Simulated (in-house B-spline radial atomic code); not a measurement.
Results of a calculation; reference values are marked as such.
**Extrapolating the RPA correlation energy in partial waves: neutral nitrogen**

All-electron RPA on Hartree-Fock orbitals from a B-spline radial code for spherical atoms, non-relativistic, point nucleus, configuration [He] 2s2 2p3, highest spin. With empty states up to angular momentum L the sums are:

```json
{"L": "3", "E_c(L) (hartree)": "-0.253841"}
{"L": "4", "E_c(L) (hartree)": "-0.264374"}
{"L": "5", "E_c(L) (hartree)": "-0.268791"}
{"L": "6", "E_c(L) (hartree)": "-0.270949"}
```

For large l each further wave adds A/(l + 1/2)⁴, because the basis must build the cusp where two electrons meet.

(1) Estimate the limit from L = 5 and L = 6.

(2) How good is the estimate?

## Answers

(1) Wave 6 adds -0.002158, against a sum of (l + 1/2)⁻⁴ of 5.60204e-04, so A = -3.8522. The sum over l > 6 is ζ(4, 7.5) = 9.6207e-04, close to 1/(3 × 7³) = 9.7182e-04. The tail is -0.003706 and the limit -0.27466 hartree.

(2) A run to L = 11 sums to -0.27369 and extrapolates to -0.27430 hartree, 0.03 millihartree from the run before. The estimate differs from that by -0.35 millihartree, while the bare sum at L = 6 misses 3.4 millihartree (1.2 %).
